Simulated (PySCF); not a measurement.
These 2 structures share the formula C4H8BP. Level of theory: PBE0-D3(BJ)/def2-SVP geometry optimisation, gas phase in PySCF 2.14.0. One conformer each; no zero-point energy, no entropy. No frequencies were run at this level. Point groups hold within 0.08 Å.

Problem. Rank from lowest to highest electronic energy at this level (kcal/mol).
A. `[CH2:1]=[CH:2]/[CH:3]=[CH:4]/[BH:5][PH2:6]` with C1–C2–C3–C4 179°, C3–C4–B5–P6 -9°, C4–B5–P6–H -145° and -45°
B. `[CH:1]#[C:2]/[CH:3]=[CH:4]\[BH2-:5][PH3+:6]` with C3–C4–B5–P6 -69°

Solution. A (0.0), B (38.8).

| SMILES | E (Eh) | E rel (kcal/mol) | dipole (D) | point group | A, B, C (MHz) |
| --- | --- | --- | --- | --- | --- |
| C=C/C=C/BP | -522.80532 | 0.0 | 2.01 | – | 7485, 1101, 966.2 |
| C#C/C=C\[BH2-][PH3+] | -522.74341 | 38.8 | 4.01 | C1 | 3955, 1911, 1444 |

Problem. How do the relative energies change in single points at B3LYP/pcSseg-1 (no added dispersion term) on the same geometries?

Solution. 
| SMILES | PBE0-D3(BJ)/def2-SVP (kcal/mol) | B3LYP/pcSseg-1 (kcal/mol) | shift |
| --- | --- | --- | --- |
| C=C/C=C/BP | 0.0 | 0.0 | 0.0 |
| C#C/C=C\[BH2-][PH3+] | 38.8 | 38.9 | +0.1 |

Each column counts from its own lowest isomer. The order is unchanged; the largest shift is 0.1 kcal/mol.
